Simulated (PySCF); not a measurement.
# Magnetisability: SMILES C(=C\[SiH3])/[SiH2]P, C2H9PSi2

Geometry:
```tsv
atom	x (Å)	y (Å)	z (Å)
Si1	-2.645	0.500	-0.049
C2	-0.779	0.340	0.011
C3	-0.127	-0.831	0.125
Si4	1.740	-1.002	0.190
P5	2.666	1.028	-0.215
H6	-3.252	-0.861	0.063
H7	-3.136	1.360	1.072
H8	-3.079	1.133	-1.332
H9	-0.184	1.266	-0.045
H10	-0.720	-1.756	0.185
H11	2.178	-1.441	1.552
H12	2.184	-2.050	-0.783
H13	2.558	0.897	-1.634
H14	3.997	0.511	-0.174
```

Method used: GIAO B3LYP/6-31++G** magnetisability, rotational g tensor and spin-rotation constants, non-relativistic, gas phase in PySCF. Geometry: PBE0-D3(BJ)/def2-SVP.

Task: What are the magnetisability and the molar susceptibility?

Result: Isotropic -1250 × 10⁻³⁰ J/T², or -75.3 × 10⁻⁶ cm³/mol; principal values -1384, -1265, -1100 × 10⁻³⁰ J/T², anisotropy 247 × 10⁻³⁰ J/T² (root of half the summed squared differences of the principal values). The susceptibility is in cgs units.

Task: Split it along the inertial axes a, b, c into diamagnetic and paramagnetic parts about the centre of mass, with the quadrupole moment.

Result: 
| axis | χ (10⁻⁶ cm³/mol) | diamagnetic (10⁻⁶ cm³/mol) | paramagnetic (10⁻⁶ cm³/mol) | summed x² of all electrons (Å²) | quadrupole Θ (D Å) |
| --- | --- | --- | --- | --- | --- |
| a | -76.2 | -371.9 | 295.7 | 317.7 | +1.60 |
| b | -66.9 | -1433.2 | 1366.3 | 67.6 | -0.43 |
| c | -82.8 | -1634.6 | 1551.8 | 20.1 | -1.17 |

Anisotropies 2χaa − χbb − χcc = -2.8 and 2χbb − χaa − χcc = +25.3 × 10⁻⁶ cm³/mol. Θ is traceless in Buckingham's convention.

Task: And the rotational g tensor?

Result: 
```tsv
axis	rotational constant (GHz)	g	nuclear part	electronic part
a	4.8860	-0.0621	0.6167	-0.6788
b	0.9008	-0.0149	0.5633	-0.5782
c	0.7793	-0.0069	0.5612	-0.5681
```
Asymmetric top; isotopes 12C, 1H, 31P, 28Si; no vibrational averaging.
